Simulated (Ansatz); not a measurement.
`CCB(F)S` + `[SH][SnH2][Cl]` → `CCBS` + `[F][SnH]([SH])[Cl]`  (redistribution)

Gas-phase electronic energies from Ansatz, PBE0-D4/def2-TZVP geometries. CCSD(T)/CBS adds triple-zeta CCSD(T) − MP2 to the extrapolated MP2 energy (def2 sets, frozen cores). This one scheme is used for every species. Functionals use def2-TZVPP. B3LYP here is the variant with VWN-RPA as its local correlation; programs differ in this. HSE06 is defined as in plane-wave codes. def2 core potentials past Kr. For Sn outer-core shells are correlated without core-valence functions, which leaves a few kJ/mol of doubt a bond. One conformer a species, not always the lowest.

```csv
level,ΔE (kJ/mol),difference from CCSD(T)/CBS
LDA (SPW92),90.2,18.6
PBE-D4,72.8,1.2
revPBE-D4,69.7,-1.9
r2SCAN-D4,76.0,4.4
B97M-V,79.0,7.4
PBE0-D4,79.8,8.2
B3LYP-D4,75.5,3.9
r2SCANh-D4,78.7,7.1
r2SCAN0-D4,82.3,10.7
HSE06-D4,80.0,8.4
BHLYP-D4,81.3,9.7
CAM-B3LYP-D4,79.4,7.8
ωB97X-V,75.8,4.2
ωB97M-V,79.5,7.9
B2PLYP,75.6,4.0
PBE-QIDH,82.0,10.4
PBE,72.9,1.3
BLYP,68.8,-2.8
r2SCAN,76.0,4.4
PBE0,79.9,8.3
r2SCANh,78.7,7.1
r2SCAN0,82.3,10.7
HSE06,80.1,8.5
BHLYP,81.7,10.1
LC-ωPBE,77.7,6.1
RPA@PBE/def2-TZVPP,79.0,7.4
MP2/def2-SVP,91.7,20.1
CCSD/def2-SVP,95.3,23.7
CCSD(T)/def2-SVP,94.8,23.2
HF/def2-TZVPP,85.4,13.8
MP2/def2-TZVPP,79.0,7.4
SCS-MP2/def2-TZVPP,77.0,5.4
CCSD/def2-TZVPP,83.2,11.6
CCSD(T)/def2-TZVPP,81.1,9.5
HF/def2-QZVPP,81.5,9.9
MP2/def2-QZVPP,72.2,0.6
SCS-MP2/def2-QZVPP,70.7,-0.9
HF/CBS(def2),81.0,9.4
MP2/CBS(def2),69.5,-2.1
CCSD/CBS(def2),73.7,2.1
CCSD(T)/CBS,71.6,0
```

Largest T1 diagnostic among the species: 0.013.

At CCSD(T), def2-SVP lies +23.2 kJ/mol from the extrapolated value and def2-TZVPP +9.5 kJ/mol. From r2SCAN to r2SCAN0 (25 % exact exchange), in def2-TZVPP and without D4, ΔE moves by +6.3 kJ/mol. Leaving LDA and LC-ωPBE aside and taking each functional with its dispersion term where it has one, the values, not all of them listed here, spread over 13.5 kJ/mol, from BLYP-D4 to r2SCAN0-D4. LDA lies +17.4 kJ/mol from PBE without D4.
